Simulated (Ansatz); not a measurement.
CH2SeZn from Hartree–Fock to CCSD(T)

```tsv
atom	x (Å)	y (Å)	z (Å)
C1	0.300	-0.232	0.451
Zn2	-1.622	0.541	-1.994
Se3	1.471	0.987	0.889
H4	-0.680	-0.280	0.919
H5	0.531	-1.016	-0.266
```

Charge 0, multiplicity 1. For Zn the d shell is correlated and the shells below it are frozen. Correlated methods include outer-core shells of Se, which these sets cover unevenly. Scalar relativity is left out up to krypton. The bonds changed during the relaxation, so this is another structure than the one it started from. The geometry is a stationary point of PBE0-D4/def2-TZVP. Frozen core, restricted reference, Ansatz.

```
     basis      HF (Eh)  MP2 corr.
  def2-SVP  -4216.05967   -0.66340
def2-TZVPP  -4216.64842   -0.92919
def2-QZVPP  -4216.73775   -1.27909
```

(1) Estimate the CCSD correlation energy and the (T) correction in each basis where they were run (hartree).

## Answers

(1) 
```json
{"basis": "def2-SVP", "CCSD corr.": "-0.66532", "(T)": "-0.02216"}
{"basis": "def2-TZVPP", "CCSD corr.": "-0.90156", "(T)": "-0.03491"}
```
